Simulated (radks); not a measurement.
Results of a calculation; reference values are marked as such.
Species: the iridium ion Ir5+. Configuration: [Xe] 4f14 5d4. Level of theory: non-relativistic Kohn-Sham, r2SCAN, spin-unpolarised, spherical densities, point nucleus; meta-GGA in the generalised Kohn-Sham scheme; relativity is left out, which matters for an element this heavy (a radial shooting solver on a logarithmic mesh with Libxc functionals).

Normalised radial functions P(r) = r R(r), r in bohr:

r               4d       5s
0.0009966   0.0000   0.0419
0.001319    0.0000   0.0540
0.001745    0.0001   0.0691
0.002309    0.0001   0.0873
0.003055    0.0003   0.1087
0.004042    0.0007   0.1324
0.00539     0.0015   0.1570
0.007132    0.0034   0.1774
0.009437    0.0074   0.1874
0.01249     0.0158   0.1776
0.01652     0.0331   0.1365
0.02186     0.0670   0.0546
0.02892     0.1302  -0.0671
0.03858     0.2434  -0.2075
0.05104     0.4146  -0.2987
0.06753     0.6393  -0.2630
0.08936     0.8583  -0.0516
0.1182      0.9364   0.2609
0.1564      0.6943   0.4372
0.207       0.0431   0.2312
0.2761     -0.8602  -0.3066
0.3653     -1.5100  -0.6399
0.4833     -1.5643  -0.3242
0.6395     -1.1059   0.4677
0.8461     -0.5407   1.0847
1.119      -0.1776   1.0952
1.481      -0.0362   0.6724
1.976      -0.0038   0.2463
2.614      -0.0002   0.0520
3.459      0.0000   0.0054
4.576      0.0000   0.0002

4d: eigenvalue -363.78 eV, 1 radial node at r = 0.210 bohr, <r> = 0.481 bohr, 90 % of the charge inside 0.716 bohr. 5s: eigenvalue -142.85 eV, 4 radial nodes at r = 0.0250, 0.0938, 0.236, 0.547 bohr, <r> = 1.06 bohr, 90 % of the charge inside 1.51 bohr.
